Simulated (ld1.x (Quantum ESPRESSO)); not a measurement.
What one change does to a pseudopotential (titanium, TM)

| Property | Result |
| --- | --- |
| Element | titanium |
| Generator | ld1.x (Quantum ESPRESSO) 7.5 |
| Type | norm-conserving Troullier–Martins (Kleinman–Bylander form) |
| Functional | PBE |
| Relativity | scalar-relativistic |
| Frozen core | [Ar] |
| Valence charge | 4 |
| Reference configuration | 3d2 4s2 4p0 |
| Partial waves | 4p (bound, empty): rc 2.90 bohr; 3d (bound): rc 2.55 bohr; 4s (bound): rc 2.25 bohr |
| Local potential | the s channel |
| Core correction | none |

All-electron outer shells of the reference configuration (PBE, scalar-relativistic, ld1.x):

```tsv
shell	level (eV)	outermost node (bohr)	outermost maximum (bohr)
3s	-62.63	0.40	0.87
3p	-38.86	0.37	0.90
4s	-4.47	1.24	2.92
3d	-4.26	–	0.98
4p	-1.47	1.39	3.80
```

Change: wave 3d (bound): rc 2.55 bohr becomes 3d (bound): rc 3.38 bohr.

Cutoffs: the cutoffs (Ry, on a coarse ladder) from which the occupation-weighted sum of valence levels, in a spherical-Bessel basis at the reference potential, stays within 10 and 1 mRy of its value at 400 Ry; they do not see the model core or the augmentation charge, which bear on the density cutoff. Errors are all-electron minus pseudo energies relative to the spin-unpolarised reference configuration.

Problem. What does the change do?

Solution. The potential gets softer (35 Ry and 45 Ry → 25 Ry and 30 Ry); of the 7 tests that both files solve, the error grows in 6 and shrinks in 1 by more than 15 % and 0.3 meV (median size 175.1 → 141.5 meV); neither file shows a bound ghost. A larger radius leaves more room for a smooth pseudo-wave, so fewer plane waves are needed.

```tsv
quantity	base	changed
cutoff, loose	35 Ry	25 Ry
cutoff, tight	45 Ry	30 Ry
loose cutoff by channel (10 mRy a level)	d 35 Ry, s 6 Ry	d 21 Ry, s 6 Ry
bound ghosts	none	none
error for 3d2 4s1 4p0, meV [ΔE 7.35 eV]	+13	+15
error for 3d2 4s0 4p0, meV [ΔE 20.92 eV]	+199	+141
error for 3d1 4s0 4p0, meV [ΔE 47.87 eV]	+489	+860
error for 3d1 4s2 4p0, meV [ΔE 9.74 eV]	+230	+551
error for 3d1 4s2 4p1, meV [ΔE 4.67 eV]	+175	+517
error for 3d2 4s1.5 4p0, meV [ΔE 2.94 eV]	+1.4	+2.5
error for 3d2.5 4s1.5 4p0, meV [ΔE 0.35 eV]	+7.7	+61
```
